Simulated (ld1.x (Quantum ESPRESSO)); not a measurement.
## gold: one change to an RRKJ potential, before and after

```
Element                 : Au (Z = 79)
Generator               : ld1.x (Quantum ESPRESSO) 7.5
Type                    : norm-conserving RRKJ (Kleinman–Bylander form)
Functional              : PBE
Relativity              : fully relativistic
Frozen core             : [Xe] 4f14
Valence charge          : 11
Reference configuration : 5d10 6s0 6p0 (charge +1)
Partial waves           : 6p (bound, empty): rc 2.20 bohr; 5d (bound): rc 1.70 bohr; 6s (bound, empty): rc 1.90 bohr
Local potential         : the s channel
Core correction         : none
```

Open shells are filled in proportion to 2j + 1 (rel_dist='average').

Change: wave 6s (bound): rc 1.90 bohr becomes 6s (bound): rc 1.96 bohr.

Cutoffs: the cutoffs (Ry, on a coarse ladder) from which the occupation-weighted sum of valence levels, in a spherical-Bessel basis at the reference potential, stays within 10 and 1 mRy of its value at 400 Ry; they do not see the model core or the augmentation charge, which bear on the density cutoff. Errors are all-electron minus pseudo energies relative to the spin-unpolarised reference configuration.

Question: How do hardness, ghosts and transferability respond?

Answer: The potential gets neither clearly harder nor softer (40 Ry and 55 Ry → 40 Ry and 55 Ry); of the 7 tests that both files solve, the error grows in 1 and shrinks in 2 by more than 15 % and 0.3 meV (median size 53.3 → 67.9 meV); neither file shows a bound ghost.

```tsv
quantity	base	changed
cutoff, loose	40 Ry	40 Ry
cutoff, tight	55 Ry	55 Ry
bound ghosts	none	none
error for 5d10 6s1 6p0, meV [ΔE -9.43 eV]	+9.4	+7.5
error for 5d9 6s0 6p0, meV [ΔE 21.23 eV]	-50	-53
error for 5d8 6s0 6p0, meV [ΔE 55.11 eV]	-259	-274
error for 5d9 6s2 6p0, meV [ΔE -7.72 eV]	-53	-68
error for 5d7 6s0 6p0, meV [ΔE 102.80 eV]	-696	-731
error for 5d9 6s1 6p1, meV [ΔE -1.98 eV]	-66	-74
error for 5d10 6s0.5 6p0, meV [ΔE -5.64 eV]	+3.0	+2.5
s: phases at 2.40 bohr within 0.05 rad from the reference energy up to (Ry; the scan ends near 5)	1.8	2.4
p1/2: phases at 2.40 bohr within 0.05 rad from the reference energy up to (Ry; the scan ends near 5)	4.5	4.2
p3/2: phases at 2.40 bohr within 0.05 rad from the reference energy up to (Ry; the scan ends near 5)	0.2	0.2
d3/2: phases at 2.40 bohr within 0.05 rad from the reference energy up to (Ry; the scan ends near 5)	1.1	1.0
d5/2: phases at 2.40 bohr within 0.05 rad from the reference energy up to (Ry; the scan ends near 5)	1.3	1.2
```
